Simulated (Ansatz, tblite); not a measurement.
Cost and result up the ladder for the cluster Cu2H4 (the lowest singlet isomer of a short search) (6 atoms). The state is a singlet with charge 0. Geometry: r2SCAN-D4/def2-TZVP.

```xyz
6

Cu   -1.4961    0.3198   -0.6952
Cu    0.5718   -0.4201    0.0826
H     2.0298   -0.5810    0.8534
H    -2.3271    1.5450   -0.4378
H    -0.5186   -0.9875   -0.9156
H     1.7402    0.1238    1.1126
```

Ansatz on 4 threads of Intel Xeon Platinum 8259CL on a shared host; xTB runs through tblite on one thread. Times are rough, summed over both states, and most runs start from the orbitals of an earlier one. PBE0-D4/def2-TZVP serves as the yardstick here, not as an exact answer. The other state is a doublet.

The xTB rows come from tblite. In the singlet, H3 and H6 lie 0.80 Å apart (atoms count from 1), so H2 has formed as a molecule. The structure comes from a short search, and lower isomers may exist.

Raw xTB energies of ions are shifted by several eV.

```
              level  functions  vertical IE (eV)  difference from PBE0-D4/def2-TZVP (eV)
   PBE-D4/def2-TZVP        114              8.32                                    0.15
           GFN2-xTB         22             12.52                                    4.35
           GFN1-xTB         26             13.66                                    5.49
r2SCAN-D4/def2-TZVP        114              8.24                                    0.07
  PBE0-D4/def2-TZVP        114              8.17                                    0.00
```

(1) Estimate how long each takes.

## Answers

(1) GFN1-xTB 0.011 s; GFN2-xTB 0.015 s; PBE-D4/def2-TZVP 3.8 s; r2SCAN-D4/def2-TZVP 7.5 s; PBE0-D4/def2-TZVP 9.7 s. On shared hardware such times vary by a factor of up to 3.
